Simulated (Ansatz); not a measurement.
CH4BO, SMILES `C[B-]O` (excited triplet; C–B–O–H torsion 0°) (charge -1, multiplicity 3). This triplet is an excited state, 0.84 eV above the relaxed singlet at the level frozen-core CCSD(T)/aug-cc-pVDZ // B3LYP-D3(BJ)/def2-TZVPD (Ansatz, a program for electronic structure).

All values below come from frozen-core CCSD(T)/aug-cc-pVDZ // B3LYP-D3(BJ)/def2-TZVPD (Ansatz).

Ansatz 0.2 input:
```yaml
crystal:
  periodic: [false, false, false]
  atoms:
    - { symbol: C, position_ang: [-0.815323, 0.013196, 0.014479] }
    - { symbol: B, position_ang: [0.546592, -0.746505, 0.171465] }
    - { symbol: O, position_ang: [1.815569, -0.361586, 0.04878] }
    - { symbol: H, position_ang: [-1.425499, -0.489705, -0.74938] }
    - { symbol: H, position_ang: [-1.377089, -0.055493, 0.957192] }
    - { symbol: H, position_ang: [-0.727973, 1.068304, -0.256154] }
    - { symbol: H, position_ang: [1.983724, 0.57179, -0.186381] }
basis:
  gaussian: { orbitals: aug-cc-pVDZ }
correlation:
  method: ccsd_t
total_charge: -1
magnetization:
  spin_polarized: true
  initial_magnetization: 2
```

Output:

```
Functional definition: HF
1021 factors; integrals over basis functions are off by at most 9.4e-4 eV
mean field evaluation 1: about -3799.1000 eV, gradient 1.7e1 eV
mean field evaluation 2: about -3799.1011 eV, gradient 1.7e1 eV
mean field evaluation 4: about -3801.9085 eV, gradient 2.3e0 eV
mean field evaluation 8: about -3802.0775 eV, gradient 2.6e-1 eV
mean field evaluation 16: about -3802.1046 eV, gradient 2.6e-6 eV
mean field evaluation 32: about -3802.1045 eV, gradient 1.7e-2 eV
mean field evaluation 64: about -3802.0999 eV, gradient 2.7e-1 eV
mean field evaluation 96: about -3801.6655 eV, gradient 4.2e-2 eV
mean field evaluation 128: about -3801.5522 eV, gradient 2.1e-3 eV
mean field evaluation 160: about -3800.9424 eV, gradient 3.0e-1 eV
mean field evaluation 192: about -3800.7391 eV, gradient 1.2e-2 eV
mean field evaluation 224: about -3798.2652 eV, gradient 2.2e-2 eV
mean field evaluation 256: about -3802.0117 eV, gradient 5.7e-1 eV
mean field -3802.10456648 eV, -139.7247656590 hartree, gradient 2.6e-6 eV, S^2 2.003449; 16 other end points of the search recorded, 0 dependent functions left out
determinant -3802.10456648 eV, -139.7247656590 hartree, with singles and doubles -3814.36410841 eV, -140.1752955151 hartree
determinant -3801.66693416 eV, -139.7086829679 hartree, with singles and doubles -3813.91394247 eV, -140.1587522220 hartree
determinant -3801.55223081 eV, -139.7044676977 hartree, with singles and doubles -3813.78576926 eV, -140.1540419434 hartree
determinant -3801.45928534 eV, -139.7010520147 hartree, with singles and doubles -3813.70162408 eV, -140.1509496652 hartree
determinant -3800.94061050 eV, -139.6819910658 hartree, with singles and doubles -3813.13460897 eV, -140.1301122442 hartree
determinant -3800.73908291 eV, -139.6745850634 hartree, with singles and doubles -3813.03148486 eV, -140.1263225031 hartree
determinant -3800.66553485 eV, -139.6718822220 hartree, with singles and doubles -3812.85945761 eV, -140.1200006181 hartree
determinant -3802.10456648 eV, -139.7247656590 hartree, with singles and doubles -3814.37628748 eV, -140.1757430877 hartree
determinant -3801.66693416 eV, -139.7086829679 hartree, with singles and doubles -3813.92512160 eV, -140.1591630474 hartree
determinant -3802.10456648 eV, -139.7247656590 hartree, with singles and doubles -3814.37744551 eV, -140.1757856446 hartree
determinant -3801.66693416 eV, -139.7086829679 hartree, with singles and doubles -3813.93430365 eV, -140.1595004815 hartree
3 core orbitals not correlated
reference -3802.10456648 eV, -139.7247656590 hartree; 10, 8 occupied and 92, 94 virtual orbitals, 1021 factors
second order -11.46708404 eV of doubles, -0.00000000 eV of singles
cycle   1  -12.27287608 eV  change    2.9e-6 eV  update   2.0e-6
perturbative correction -0.39423232 eV, -0.0144877707 hartree
Total energy: -3814.77167489 eV, -140.1902733069 hartree
```
